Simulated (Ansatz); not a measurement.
Computed with Ansatz on PBE0-D4/def2-TZVP structures; ΔE is electronic, products minus reactants. CBS: MP2 limit from def2 TZ/QZ plus the TZ coupled-cluster correction, frozen cores. This one scheme is used for every species. DFT in def2-TZVPP. For Ge outer-core shells are correlated without core-valence functions, which leaves a few kJ/mol of doubt a bond. Scalar relativity is left out up to krypton.

Reaction (ligand exchange at a Ge–N bond): `[NH2][GeH]` + `[SiH3]N[SiH3]` → `[SiH3][N]([SiH3])[GeH]` + NH₃

```json
{"level": "B2PLYP", "ΔE (eV)": "0.02"}
{"level": "PBE", "ΔE (eV)": "0.04"}
{"level": "LC-ωPBE", "ΔE (eV)": "0.07"}
{"level": "CCSD/def2-SVP", "ΔE (eV)": "0.00"}
```

Problem. What does CCSD(T)/CBS give? (Estimate.)

Solution. Ansatz gave: -0.08 eV. The listed levels differ from it by 0.10, 0.12, 0.15, 0.08 eV.

Largest T1 diagnostic among the species: 0.015.

Leaving LDA and LC-ωPBE aside and taking each functional with its dispersion term where it has one, the values, not all of them listed here, spread over 0.11 eV, from revPBE-D4 to CAM-B3LYP-D4. At CCSD(T), def2-SVP lies +0.05 eV from the extrapolated value and def2-TZVPP +0.00 eV.
